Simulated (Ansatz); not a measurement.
Geometry optimisation, RKS PBE0-D4/cc-pVDZ in Ansatz 0.2.0.

The input (input.yaml):

```yaml
crystal:
  periodic: [false, false, false]
  atoms:
    - { symbol: B, position_ang: [0.062823, 0.422358, -0.416104] }
    - { symbol: O, position_ang: [-0.008469, 0.004152, 2.149588] }
    - { symbol: H, position_ang: [-0.940149, -0.261834, 2.159458] }
    - { symbol: F, position_ang: [1.160612, -0.168366, -0.864693] }
    - { symbol: F, position_ang: [-1.107694, -0.167194, -0.640284] }
    - { symbol: H, position_ang: [0.101178, 1.509546, 0.081714] }
    - { symbol: H, position_ang: [-0.056601, 0.942137, 1.855921] }
basis:
  gaussian: { orbitals: cc-pVDZ }
hamiltonian:
  xc: pbe0
  dispersion: d4
relax:
  f_tol: 0.03
  max_steps: 50
```

Run as:

```bash
$ ansatz run input.yaml --threads 1 --pin off --max-ram 2048MiB --backend cpu --events-out ev --progress --plain --runs-dir out
```

**Question.** Where does it end, and by what steps?

**Answer.** The forces met the threshold. The force dipped under the threshold on the way, but the program's further checks kept it going. After 25 steps the energy has fallen by 0.429 eV; H3 moved furthest, 1.31 Å. Joined: B1–O2 (2.60 → 1.77 Å).

```json
{"step": "0", "energy less start (eV)": "0.0000", "largest force component (eV/Å)": "0.809", "accepted": "yes"}
{"step": "1", "energy less start (eV)": "-0.0102", "largest force component (eV/Å)": "2.605", "accepted": "yes"}
{"step": "2", "energy less start (eV)": "0.0231", "largest force component (eV/Å)": "3.030", "accepted": "no"}
{"step": "3", "energy less start (eV)": "-0.1187", "largest force component (eV/Å)": "1.969", "accepted": "yes"}
{"step": "4", "energy less start (eV)": "-0.2192", "largest force component (eV/Å)": "0.831", "accepted": "yes"}
{"step": "5", "energy less start (eV)": "-0.2740", "largest force component (eV/Å)": "0.335", "accepted": "yes"}
{"step": "6", "energy less start (eV)": "-0.3227", "largest force component (eV/Å)": "1.175", "accepted": "yes"}
{"step": "7", "energy less start (eV)": "-0.3492", "largest force component (eV/Å)": "0.548", "accepted": "yes"}
{"step": "8", "energy less start (eV)": "-0.3659", "largest force component (eV/Å)": "0.205", "accepted": "yes"}
{"step": "9", "energy less start (eV)": "-0.3437", "largest force component (eV/Å)": "0.442", "accepted": "no"}
{"step": "10", "energy less start (eV)": "-0.3629", "largest force component (eV/Å)": "0.629", "accepted": "no"}
{"step": "11", "energy less start (eV)": "-0.3705", "largest force component (eV/Å)": "0.063", "accepted": "yes"}
{"step": "12", "energy less start (eV)": "-0.3724", "largest force component (eV/Å)": "0.102", "accepted": "yes"}
{"step": "13", "energy less start (eV)": "-0.3537", "largest force component (eV/Å)": "0.967", "accepted": "no"}
{"step": "14", "energy less start (eV)": "-0.3736", "largest force component (eV/Å)": "0.199", "accepted": "yes"}
{"step": "15", "energy less start (eV)": "-0.3757", "largest force component (eV/Å)": "0.044", "accepted": "yes"}
{"step": "16", "energy less start (eV)": "-0.3729", "largest force component (eV/Å)": "0.490", "accepted": "no"}
{"step": "17", "energy less start (eV)": "-0.3771", "largest force component (eV/Å)": "0.027", "accepted": "yes"}
{"step": "18", "energy less start (eV)": "-0.3781", "largest force component (eV/Å)": "0.142", "accepted": "yes"}
{"step": "19", "energy less start (eV)": "-0.3787", "largest force component (eV/Å)": "0.290", "accepted": "yes"}
{"step": "20", "energy less start (eV)": "-0.3811", "largest force component (eV/Å)": "0.213", "accepted": "yes"}
{"step": "21", "energy less start (eV)": "-0.3943", "largest force component (eV/Å)": "0.134", "accepted": "yes"}
{"step": "22", "energy less start (eV)": "-0.4084", "largest force component (eV/Å)": "0.274", "accepted": "yes"}
{"step": "23", "energy less start (eV)": "-0.4248", "largest force component (eV/Å)": "0.194", "accepted": "yes"}
{"step": "24", "energy less start (eV)": "-0.4288", "largest force component (eV/Å)": "0.051", "accepted": "yes"}
{"step": "25", "energy less start (eV)": "-0.4292", "largest force component (eV/Å)": "0.009", "accepted": "yes"}
```

```xyz
7
Properties=species:S:1:pos:R:3
B 0.008 0.516 -0.094
O -0.051 0.462 1.679
H 0.332 -0.409 1.876
F 0.679 -0.660 -0.318
F -1.338 0.451 -0.353
H 0.582 1.552 -0.324
H -1.000 0.368 1.859
```

Whether the end is a true minimum wasn't checked by a vibrational analysis.

Run time: 51 s on 1 thread of Arm Neoverse V2, on a shared host, peak memory 0.14 GiB.
